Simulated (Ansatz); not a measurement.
Input for Ansatz (an electronic-structure program): U-RI-MP2/cc-pV(D+d)Z on C6H5 (SMILES [c]1ccccc1). The basis file is the Basis Set Exchange's JSON of that set.

Ansatz 0.2 input:
```yaml
crystal:
  periodic: [false, false, false]
  atoms:
    - {symbol: C, position_ang: [-1.51598836, 0.37695486, 0.02718707]}
    - {symbol: C, position_ang: [-0.61042154, 1.41740737, 0.01523476]}
    - {symbol: C, position_ang: [0.75085529, 1.06595082, -0.00919253]}
    - {symbol: C, position_ang: [1.12992799, -0.28095568, -0.02029851]}
    - {symbol: C, position_ang: [0.16421578, -1.29348004, -0.00717044]}
    - {symbol: C, position_ang: [-1.20313595, -0.96645966, 0.01730554]}
    - {symbol: H, position_ang: [-0.91970049, 2.46609744, 0.02403694]}
    - {symbol: H, position_ang: [1.51238275, 1.85076191, -0.01949537]}
    - {symbol: H, position_ang: [2.18996155, -0.54453427, -0.03940609]}
    - {symbol: H, position_ang: [0.46952336, -2.34356075, -0.01591008]}
    - {symbol: H, position_ang: [-1.96752037, -1.74818200, 0.02770871]}
basis:
  gaussian:
    orbitals: cc-pV_D+d_Z.json
    fitting: {mean_field: def2-universal-JKFIT, correlation: cc-pVDZ-RIFIT.json}
magnetization: {spin_polarized: true, initial_magnetization: 1}
correlation: {method: mp2, electrons: outside_noble_gas}
scf: {omitted_lower_state_checks: [cluster_reference]}
```

Output:

```
WARN ansatz: RAYON_NUM_THREADS=8 ignored (pool sized by the plan → 8); use --threads N
Functional definition: HF
these checks for a lower state are left out or cut short: cluster_reference
integrals: 0.05 GiB planned
540 factors; integrals over basis functions are off by at most 2.2e-1 eV
406 factors; integrals over basis functions are off by at most 4.2e-1 eV
mean field: 0.29 GiB planned
mean field evaluation 1: about -6257.1443 eV, gradient 2.1e1 eV
mean field evaluation 2: about -6260.0785 eV, gradient 7.2e0 eV
mean field evaluation 4: about -6260.5652 eV, gradient 9.6e-1 eV
mean field evaluation 8: about -6260.6022 eV, gradient 5.8e-1 eV
mean field evaluation 16: about -6257.4228 eV, gradient 1.9e0 eV
mean field -6260.85533322 eV, -230.0821897358 hartree, gradient 1.8e-6 eV, S^2 1.380886; 1 other end points of the search recorded, 0 dependent functions left out
6 core orbitals not correlated
reference -6260.85533322 eV, -230.0821897358 hartree; 15, 14 occupied and 88, 89 virtual orbitals, 406 factors
second order -19.15254075 eV of doubles, -0.00000000 eV of singles
Total energy: -6280.00787397 eV, -230.7860326262 hartree
Checks for a lower state left out: cluster_reference
```

Self-consistency was reached. Its determinant has ⟨S²⟩ = 1.38, a mixture of spin states.

Cost: roughly 6 core-seconds.
